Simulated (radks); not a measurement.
Question: Sn3+, configuration [Kr] 4d10 5s1. All-electron calculation, Dirac Kohn-Sham, PBE, spin-unpolarised, spherical densities, finite nucleus; Fermi nuclear charge, rms radius 4.6519 fm. Program: a radial shooting solver on a logarithmic mesh with Libxc functionals. Some entries of the table are withheld. Estimate them.

| orbital | occ. | eigenvalue (eV) | <r> (bohr) |
|---|---|---|---|
| 1s1/2 | 2 | -29023.30 | 0.02905 |
| 2s1/2 | 2 | -4405.387 | 0.1251 |
| 2p1/2 | 2 | -4117.054 | (1) |
| 2p3/2 | 4 | -3886.410 | (2) |
| 3s1/2 | 2 | -874.0810 | (3) |
| 3p1/2 | 2 | -756.9324 | (4) |
| 3p3/2 | 4 | -714.8141 | (5) |
| 3d3/2 | 4 | (6) | 0.3125 |
| 3d5/2 | 6 | (7) | 0.3161 |
| 4s1/2 | 2 | -163.3302 | 0.8184 |
| 4p1/2 | 2 | -124.3719 | (8) |
| 4p3/2 | 4 | -116.7940 | (9) |
| 4d3/2 | 4 | (10) | 1.073 |
| 4d5/2 | 6 | (11) | 1.086 |
| 5s1/2 | 1 | -35.9524 | 2.122 |

Answer: 
(1) 2p1/2 <r> (bohr): 0.1058
(2) 2p3/2 <r> (bohr): 0.1112
(3) 3s1/2 <r> (bohr): 0.3391
(4) 3p1/2 <r> (bohr): 0.3299
(5) 3p3/2 <r> (bohr): 0.3411
(6) 3d3/2 eigenvalue (eV): -507.7619
(7) 3d5/2 eigenvalue (eV): -499.0683
(8) 4p1/2 <r> (bohr): 0.8648
(9) 4p3/2 <r> (bohr): 0.8942
(10) 4d3/2 eigenvalue (eV): -55.6850
(11) 4d5/2 eigenvalue (eV): -54.6225
